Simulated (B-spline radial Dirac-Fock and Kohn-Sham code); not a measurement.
# Width and fluorescence yield of the L2 (2p1/2) hole, Mg to Cu

These are calculated numbers from an atomic code on a B-spline grid; the model is independent-particle radiative and Coulomb Auger rates from relativistic LDA hole-state orbitals, with Dirac-Fock energies. Free neutral atoms. Recommended widths: Campbell and Papp (2001); yields: xraylib tables.

```csv
Z,element,Γ (eV),recommended Γ,ω,Coster-Kronig yield,tabulated ω
12,Mg,0.000166,0.0300,0.00867,0.000,–
13,Al,0.00589,0.0400,0.000483,0.000,–
14,Si,0.0189,0.0500,0.000259,0.000,–
16,S,0.0700,0.0900,0.000167,0.000,–
17,Cl,?,?,?,?,?
18,Ar,0.159,0.130,0.000144,0.000,–
19,K,0.187,0.180,0.000182,0.000,–
20,Ca,0.215,0.210,0.000233,0.000,–
21,Sc,0.234,0.360,0.000669,0.000,–
22,Ti,0.259,0.520,0.00128,0.000,–
23,V,0.289,0.780,0.00207,0.000,–
24,Cr,0.327,0.760,0.00328,0.000,–
25,Mn,0.367,0.970,0.00411,0.000,0.00310
26,Fe,0.416,1.14,0.00534,0.000,0.00360
27,Co,0.472,1.13,0.00668,0.000,0.00440
28,Ni,0.535,0.980,0.00813,0.000,0.00510
29,Cu,0.619,1.04,0.00972,0.009,0.00570
```

Q: What does the model give for Cl?

A: Γ = 0.109 eV, ω = 0.000151, Coster-Kronig yield 0.000; the recommended width is 0.110 eV.
